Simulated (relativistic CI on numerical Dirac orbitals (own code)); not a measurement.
Hyperfine structure of Co XIV, mass number 60

Calculated at this level of theory: Dirac-Coulomb-Breit CI, orbitals from a KLI potential per configuration, model QED, unscaled Slater integrals (own radial code, finite nucleus).

Configurations in the expansion (outside the closed core [Ne]): 3s2 3p2, 3s 3p3, 3s2 3p 3d, 3p4, 3s 3p2 3d, 3p3 3d, 3s 3p 3d2, 3s2 3p 4s, 3s2 3d 4p, 3p3 4s, 3s2 3p 4p, 3p3 4p, 3s 3p 3d 4s, 3s2 3d2, 3s 3d3, 3p2 3d2, 3p 3d3, 3p 3d2 4s, 3p 3d2 4p, 3s2 3d 4s, 3s 3d2 4s. Double excitations out of closed p, d and f shells are left out; levels of such configurations are missing from the list, as are those of other unlisted configurations, and high levels can miss mixing partners.

Nuclear spin I = 5, μ = 3.799 μN, Q = 0.46 b (tables of Stone and Pyykkö). The electronic factors are computed for point nuclear moments, without core polarisation or the Bohr-Weisskopf and QED corrections.

| Level | E (eV) | A (MHz) | B (MHz) |
| --- | --- | --- | --- |
| 3s2 3p2 3P_1 | 1.4377 | -0.7144 | 2210 |
| 3s2 3p2 3P_2 | 2.8140 | 6212 | -3250 |
| 3s2 3p2 1D_2 | 7.0981 | 6324 | 7640 |
| 3s 3p3 5S°_2 | 28.4667 | 18780 | 13 |
| 3s 3p3 3D°_1 | 38.5338 | -10630 | 1710 |
| 3s 3p3 3D°_2 | 38.5583 | 10540 | 3310 |
| 3s 3p3 3D°_3 | 39.0222 | 16750 | -490 |
| 3s 3p3 3P°_1 | 44.4212 | 22950 | -1910 |

Levels with J = 0, under 50 % of one LS term, or S terms without an open s electron are left out. Small factors come from cancelling terms and can be off by tens of per cent or more.

At this charge energies of transitions that change n are usually good to better than 1 %, and those within a shell (Δn = 0) to a few per cent.

Q: Give the hyperfine levels of 3s2 3p2 3P_2 relative to its centre of gravity.

A: With K = F(F + 1) − I(I + 1) − J(J + 1), E = AK/2 + B[¾K(K + 1) − I(I + 1)J(J + 1)]/[2I(2I − 1)J(2J − 1)]: F = 3: -75960, F = 4: -49700, F = 5: -17690, F = 6: 19530, F = 7: 61310 MHz.

LS names give the leading component of a level, which can be under half, so a name can repeat, a term be missing and a line seem to break the LS rules.
